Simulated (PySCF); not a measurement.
Constitutional and geometric isomers with formula C2H5B. Gas-phase values, no solvent. One relaxed conformer stands for each flexible species; it need not be the lowest. Strings in code marks are SMILES.

The S1 excitation (TDA) from two functionals at the same geometries (PBE0-D4/def2-TZVP), both in PySCF: PBE-D3(BJ)/def2-TZVP and PBE0-D4/def2-TZVP. Excitations are Tamm–Dancoff values on a coarser integration grid. The basis has no diffuse functions, so Rydberg states are missing or too high.

```json
[
 {"species": "`B1CC1`", "PBE-D3(BJ)/def2-TZVP (eV)": "3.98", "PBE0-D4/def2-TZVP (eV)": "4.17"},
 {"species": "`[H]/B=C/C`", "PBE-D3(BJ)/def2-TZVP (eV)": "2.89", "PBE0-D4/def2-TZVP (eV)": "2.97"},
 {"species": "`C(B)=C`", "PBE-D3(BJ)/def2-TZVP (eV)": "4.74", "PBE0-D4/def2-TZVP (eV)": "5.30"}
]
```

Over these rows, drawn at random from the members with no instability flagged (it was tested for open shells, ions and some series alone), PBE minus PBE0-D4: mean -0.27 eV, from -0.56 eV to -0.08 eV.
